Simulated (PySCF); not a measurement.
C6H6FN.
Atom-mapped SMILES: `[CH3:1][c:2]1[cH:3][cH:4][c:5]([F:6])[cH:7][n:8]1` (hydrogens: H9, H10, H11 on C1; H12 on C3; H13 on C4; H14 on C7)

Cartesian coordinates in Å at the GFN2-xTB level; atoms count from 1:
```xyz
14
C6H6FN angstrom
C      2.2305    0.0574   -0.0126
C      0.7354    0.0924   -0.0191
C     -0.0155   -1.0639    0.1959
C     -1.3952   -0.9856    0.1814
C     -1.9620    0.2577   -0.0493
F     -3.3033    0.3900   -0.0732
C     -1.1509    1.3609   -0.2542
N      0.1659    1.2697   -0.2372
H      2.5969   -0.2978    0.9488
H      2.5965   -0.6193   -0.7828
H      2.6155    1.0551   -0.1976
H      0.4784   -2.0074    0.3718
H     -2.0217   -1.8499    0.3415
H     -1.5712    2.3403   -0.4357
```

Level of theory: TDDFT PBE0/def2-SVPD, vertical, gas phase, core orbitals frozen in the response (PySCF 2.14.0, density-fitted response routines).

Transition dipole moments from the ground state, in atomic units and in the frame of the coordinates above (overall signs are arbitrary), for the states with f of 0.002 or more among the lowest 6:

```json
{"state": "S1", "E (eV)": "4.888", "μx": "0.000", "μy": "-0.029", "μz": "-0.158"}
{"state": "S2", "E (eV)": "5.343", "μx": "0.355", "μy": "-0.572", "μz": "0.106"}
{"state": "S4", "E (eV)": "6.247", "μx": "-0.699", "μy": "-0.259", "μz": "0.048"}
{"state": "S6", "E (eV)": "7.298", "μx": "1.658", "μy": "0.307", "μz": "-0.057"}
```

(1) Work out the oscillator strengths.

(2) Label these states by symmetry in Cs.

(3) What angle do the transition dipoles of S4 and S6 make?

(4) How is the summed strength of these states shared among x, y and z?

(5) What peak molar absorption coefficient would the strongest computed level give as a lone Gaussian band 0.3 eV wide at half height?

Results:

(1) f = (2/3) ΔE |μ|² with ΔE in hartree (27.2114 eV).

| state | \|μ\|² (au) | \|μ\| (D) | f |
| --- | --- | --- | --- |
| S1 | 0.026 | 0.41 | 0.003 |
| S2 | 0.465 | 1.73 | 0.061 |
| S4 | 0.558 | 1.90 | 0.085 |
| S6 | 2.847 | 4.29 | 0.509 |

(2) The ground state is totally symmetric, so the direction of μ fixes the label. Polarised normal to the mirror plane, so A″: S1. Polarised in the mirror plane, so A′: S2, S4 and S6.

(3) |cos θ| = |μa·μb| / (|μa| |μb|) = 0.98, so θ ≈ 10° (taken between 0 and 90°, since the signs are arbitrary).

(4) (2/3) Σ ΔE μα² gives 0.583 for x, 0.070 for y and 0.005 for z, 0.658 in all.

(5) ε(max) = 2.175×10⁸ f / FWHM, with the width in cm⁻¹. S6: 2.175×10⁸ × 0.5090 / 2420 ≈ 46000 L mol⁻¹ cm⁻¹.
